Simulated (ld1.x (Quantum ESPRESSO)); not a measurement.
u(r) = r·R(r): atom against pseudo-atom (As)

Columns: radius, all-electron u(r) and pseudo u(r) of the 3d shell (level -45.27 eV) of arsenic in the configuration [Ar] 3d10 4s2 4p2.5; PBE, scalar-relativistic, PAW scheme, ld1.x (Quantum ESPRESSO) 7.5.

```csv
r (bohr),all-electron,pseudo
0.118,0.2651,0.0080
0.236,0.7863,0.0589
0.354,1.1102,0.1736
0.472,1.2034,0.3400
0.590,1.1532,0.5180
0.708,1.0373,0.6579
0.826,0.9008,0.7237
0.944,0.7660,0.7082
1.062,0.6429,0.6330
1.180,0.5349,0.5347
1.298,0.4425,0.4425
1.416,0.3647,0.3647
1.534,0.2998,0.2998
1.652,0.2459,0.2459
1.770,0.2014,0.2014
1.888,0.1647,0.1647
2.006,0.1345,0.1345
2.124,0.1097,0.1097
2.242,0.0894,0.0894
2.360,0.0728,0.0728
2.478,0.0592,0.0592
2.596,0.0482,0.0482
2.714,0.0391,0.0391
2.832,0.0318,0.0318
2.950,0.0258,0.0258
3.068,0.0209,0.0209
```

How many radial nodes do the two functions have?

The all-electron 3d function has n − l − 1 = 0; the pseudo-wave has 0.

At about which radius was the pseudo-wave matched?

1.28 bohr, where the columns begin to agree (steps of 0.12 bohr).

Where does each function peak?

Outermost all-electron maximum near 0.47 bohr, pseudo maximum near 0.83 bohr (to the table’s step).

Is the pseudo-wave norm-conserving?

No, it belongs to a PAW set: the norm inside the radius is not constrained, and the difference is carried by the augmentation charge.
